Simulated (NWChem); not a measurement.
System: C2H6OSi; SMILES CC(=O)[SiH3]

NWChem input:

```
start job
memory heap 200 mb stack 900 mb global 1100 mb
geometry units angstroms noautoz
  C     -1.068579     1.450562     0.000000
  C      0.139094     0.552839     0.000000
  O      1.269155     0.985089     0.000000
  Si    -0.043709    -1.384354     0.000000
  H     -1.694413     1.239954     0.883215
  H     -1.694413     1.239954    -0.883215
  H     -0.757116     2.504703     0.000000
  H      0.642923    -1.899958    -1.219651
  H      0.642923    -1.899958     1.219651
  H     -1.470172    -1.835815     0.000000
end
basis spherical
  * library def2-tzvp
end
dft
  xc r2scan
  iterations 150
  mulliken
end
task dft energy
```

All runs use the structure optimised with PBE0/def2-SVP.

What results follow from this input? (r2SCAN/def2-TZVP.) Quantities: energy (Ha); highest occupied level (eV); orbital gap (eV); dipole (D).


```
Quantity                      Result
---------------------------  -------
energy (Ha)                  -444.47
highest occupied level (eV)    -5.79
orbital gap (eV)                3.59
dipole (D)                      2.44
```
